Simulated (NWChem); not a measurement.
Species: SnH$_{3}$Cl; SMILES [SnH3][Cl]

Computed with NWChem. Medium grid unless said otherwise, to which SCAN and Minnesota functionals are sensitive. Geometry: optimised at PBE-D3(BJ)/def2-SVP. def2 effective core potentials on Sn; no spin-orbit coupling. Hybrids' shares of exact exchange are those that their runs print; pure functionals count as 0. The functionals differ in more than this share.

```csv
row,share of exact exchange,highest occupied level (eV)
PBE/def2-TZVP,0.00,-7.24
B97-D/def2-TZVP,0.00,-7.23
B3LYP/def2-TZVP,0.20,-8.34
BHandHLYP/def2-TZVP,0.50,-9.83
M05-2X/def2-TZVP,0.56,withheld
```

**Question.** Fit a straight line of the last column on the one before it, predict the withheld value, and compare with the run.

**Answer.** 
1. Means of the 4 shown rows: x = 0.175, y = -8.160. Slope Σ(x − x̄)(y − ȳ)/Σ(x − x̄)² = -0.8710/0.1675 = -5.200; intercept -7.250.
2. The shown rows scatter about the line by 0.029 (root mean square); the largest residual is -0.05, at B3LYP/def2-TZVP.
3. At x = 0.56 (M05-2X/def2-TZVP; beyond the shown range) the line gives -10.16.
4. The run gives -10.00, +0.16 from the line, 5.5 times the scatter.
